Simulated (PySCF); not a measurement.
Simulation results for C₂H₈AlB, C₂H₆AlB

Calculation on a computer-drawn molecule: the log of a Hartree-Fock and frozen-core CCSD(T) single point meant for a local Hartree-Fock minimum, with one planted fault or none, to be diagnosed. Offsets are logged minus clean, where the clean run is the same molecule without the fault. The reference is restricted for singlets and unrestricted otherwise, and also for a bond in bohr or an excited solution. Adding or removing an electron swaps singlet and doublet. The excited solution moves the top pair (singlet) or top alpha electron (doublet) to the lowest empty orbital. Highest occupied and lowest empty are orbital energies over both spins, largest force is the largest gradient component, triples share is (T) over the correlation energy, the T1 limit is 0.02 restricted and 0.045 unrestricted, electrons count all cores, a negative frequency is imaginary (commonest isotopes), and the dipole is about the centre of nuclear charge. Program: PySCF 2.14.0.

Common to all runs: meant charge 0; meant multiplicity 1; meant basis cc-pV(D+d)Z; logged SCF converged yes; logged spin squared 0; logged CC converged yes; logged SCF stable within its kind yes; possible faults no fault, one electron removed, one electron added, multiplicity raised by two, geometry at a saddle point, SCF held on an excited solution, minimal basis STO-3G, one bond length entered in bohr, all coordinates scaled.

```json
{"entry": 1, "formula": "C2H8AlB", "logged_structure": {"atoms_angstrom": [["B", -0.5094, -2.6315, 0.787], ["C", -0.605, -1.2952, -0.0344], ["C", 0.8683, -1.0074, -0.4738], ["Al", 1.1477, 0.6197, -1.5571], ["H", -0.2714, -2.6133, 1.9667], ["H", -0.5705, -3.6988, 0.2339], ["H", -1.2397, -1.3819, -0.9203], ["H", -0.98, -0.4555, 0.5569], ["H", 1.5241, -0.9377, 0.4066], ["H", 1.2691, -1.8569, -1.0469], ["H", 2.612, 1.0113, -2.019], ["H", -0.0762, 1.5351, -1.971]]}, "given": {"logged_electrons": 38, "logged_basis_functions": 105, "logged_highest_occupied [eV]": -10.301, "logged_lowest_empty [eV]": 1.2826, "logged_largest_force [hartree/bohr]": 2.4564e-05, "logged_lowest_frequency [cm^-1]": 59.057, "logged_T1_diagnostic": 0.0099599, "logged_D1_diagnostic": 0.030888, "logged_triples_share": 0.026859, "logged_dipole_magnitude [debye]": 0.19376, "logged_energy_HF [hartree]": -346.96211, "logged_energy_CCSD(T) [hartree]": -347.47749, "drawn_bonds_atom": [1, 2, 3, 1, 1, 2, 2, 3, 3, 4, 4], "drawn_bonds_other_atom": [2, 3, 4, 5, 6, 7, 8, 9, 10, 11, 12], "drawn_bonds_order": [1, 1, 1, 1, 1, 1, 1, 1, 1, 1, 1]}, "results": {"planted_fault": "no fault", "HF_energy_offset_from_clean_run [kcal/mol]": 0.0, "CCSD(T)_energy_offset_from_clean_run [kcal/mol]": 0.0}}
{"entry": 2, "formula": "C2H6AlB", "logged_structure": {"atoms_angstrom": [["B", -0.1896, -0.8861, -0.0412], ["C", 0.8614, 0.018, 0.4261], ["C", 0.4636, 1.1323, 1.2431], ["Al", -0.3652, 0.7995, 2.8945], ["H", -1.1899, -0.9371, 0.4686], ["H", -0.0016, -1.5905, -0.8907], ["H", 1.4781, -0.6166, 0.955], ["H", 1.4437, 0.3083, -0.3611], ["H", 1.2785, 1.7223, 1.4514], ["H", -0.1622, 1.743, 0.7047]]}, "given": {"logged_electrons": 36, "logged_basis_functions": 95, "logged_highest_occupied [eV]": -7.275, "logged_lowest_empty [eV]": 1.3417, "logged_largest_force [hartree/bohr]": 0.050354, "logged_T1_diagnostic": 0.010727, "logged_D1_diagnostic": 0.028951, "logged_triples_share": 0.02687, "logged_dipole_magnitude [debye]": 1.8155, "logged_energy_HF [hartree]": -345.73695, "logged_energy_CCSD(T) [hartree]": -346.21716, "drawn_bonds_atom": [1, 2, 3, 1, 1, 2, 2, 3, 3], "drawn_bonds_other_atom": [2, 3, 4, 5, 6, 7, 8, 9, 10], "drawn_bonds_order": [1, 1, 1, 1, 1, 1, 1, 1, 1]}, "results": {"planted_fault": "all coordinates scaled, by -6.9 %", "HF_energy_offset_from_clean_run [kcal/mol]": 28.22, "CCSD(T)_energy_offset_from_clean_run [kcal/mol]": 33.35}}
```
